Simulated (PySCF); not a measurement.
**Core-level binding energies of (FAlPH)3 ring**

Compound: (FAlPH)3 ring, Al₃F₃H₃P₃.
Cartesian coordinates in Å at the PBE0-D3(BJ)/def2-SVP level; atoms count from 1:
```xyz
12
Al3F3H3P3 angstrom
Al     0.147    1.099   -1.236
F     -0.746    2.514   -1.302
P      2.122    1.319   -0.051
Al     0.909    0.314    1.640
F      1.710   -0.602    2.776
P     -1.414    0.294    1.717
Al    -1.420   -1.249   -0.019
F     -1.611   -2.848    0.409
P     -0.919   -0.713   -2.209
H      2.604    0.004   -0.372
H     -1.470    1.386    0.779
H      0.204   -1.601   -2.082
```

Computed with PySCF 2.14.0, delta-SCF UKS SCAN, pcX-2 on the ionised atom, pcseg-1 elsewhere, spin-free X2C. These are vertical core ionisation energies against the vacuum level, from separate self-consistent calculations with and without the core hole.

**Question.** List the computed XPS lines with their assignment.

**Answer.** 
```csv
atom(s),environment,level,binding energy (eV),2p1/2 (eV),count
Al1,aluminium bonded to F and 2 P,Al 1s,1567.78,–,1
F2/F5/F8,fluorine bonded to Al,F 1s,691.51,–,3
P3/P6/P9,phosphorus bonded to 2 Al and H,P 2p3/2,136.01,136.90,3
P3/P6/P9,phosphorus bonded to 2 Al and H,P 1s,2149.45,–,3
```

**Question.** Which photon wavelength matches the P 2p3/2 of P3/P6/P9 threshold?

**Answer.** λ = hc/E = 12398.42 eV Å / 136.01 eV = 91.158 Å.

**Question.** Give the binding energy of P 2p3/2 of P3/P6/P9 in hartree and in kJ/mol.

**Answer.** 136.01 eV = 4.9983 Eh = 13123 kJ/mol.

One atom of each set of topologically equivalent atoms was ionised and stands for the set; in this conformer not all members are related by symmetry, and their own values weren't computed. The list is incomplete; no value stands for Al 1s of Al4, Al7. The 2p values aren't plain energy differences: one relaxed spin-free 2p hole is combined with a matrix within the shell (ground-state 2p orbital-energy differences and spin–orbit coupling). 2p3/2, the mean of its two sublevels, lies a third of the splitting below the shell's mean and 2p1/2 two thirds above it; the statistical areas are 2:1. 2p1/2 minus 2p3/2 (ligand field included): P 0.89 eV. Geometry: PBE0-D3(BJ)/def2-SVP, one conformer, isolated molecule.

Time: 99 s wall; peak memory 0.80 GiB. Hardware: AMD EPYC, one thread, shared host with 64 logical CPUs at a one-minute load of 62.
